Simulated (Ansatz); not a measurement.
Reaction (homolysis of the Al–C bond): `[CH3][Al]([OH])[Br]` → `[OH][Al][Br]`• + `[CH3]`•

Calculated with Ansatz (gas phase, PBE0-D4/def2-TZVP geometries, no zero-point term in ΔE). CCSD(T)/CBS adds triple-zeta CCSD(T) − MP2 to the extrapolated MP2 energy (def2 sets, frozen cores). This one scheme is used for every species. DFT in def2-TZVPP. Open shells (•) are unrestricted, without spin–orbit coupling. For Br outer-core shells are correlated without core-valence functions, which leaves a few kJ/mol of doubt a bond. Scalar relativity is left out up to krypton. Each species was taken in one conformer, which may not be the lowest.

```json
{"species": "`[CH3][Al]([OH])[Br]`", "PBE0 energy (Eh)": "-2931.98086"}
{"species": "`[OH][Al][Br]`•", "PBE0 energy (Eh)": "-2892.04857"}
{"species": "`[CH3]`•", "PBE0 energy (Eh)": "-39.79996"}
```

Problem. Work out ΔE.

Solution. ΔE = (-2892.04857) + (-39.79996) − (-2931.98086) = 0.13233 Eh = +83.0 kcal/mol. CCSD(T)/CBS gives +88.1 kcal/mol.

Largest T1 diagnostic among the species: 0.012.

In def2-TZVPP, CCSD(T) changes the Hartree–Fock value by +25.4 kcal/mol (the triples alone add +1.7 kcal/mol) and MP2 by +27.5 kcal/mol; breaking electron pairs costs correlation energy, which Hartree–Fock lacks. The D4 term adds +1.9 kcal/mol with B3LYP and +1.1 kcal/mol with PBE0; it sums over pairs of atoms, weighted by their polarisabilities, and B3LYP, whose exchange is more repulsive, gets the larger term. At CCSD(T), def2-SVP lies −3.7 kcal/mol from the extrapolated value and def2-TZVPP −2.1 kcal/mol: correlation converges slowly with the basis, and small sets miss more of it in the bonded molecule than in its fragments.

B3LYP here is the variant with VWN-RPA as its local correlation; programs differ in this.
